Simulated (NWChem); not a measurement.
Molecule: C3H3ClF2; SMILES F[C@@H]1C[C@@]1(F)Cl

Problem. Give the equilibrium geometry at PBE0/def2-SVP (NWChem) as an XYZ file, with the point group.

Solution. point group C1; any orientation.
```
9

F      0.0406    -2.1403    -0.6106
C      0.6534    -1.0045    -0.2273
C      0.5261    -0.5922     1.2175
C     -0.2094     0.1477     0.1520
F     -1.5344    -0.0266     0.0810
Cl     0.2748     1.7736    -0.2833
H      1.5884    -0.8136    -0.7645
H      1.3759    -0.1220     1.7171
H     -0.1037    -1.2404     1.8343
```
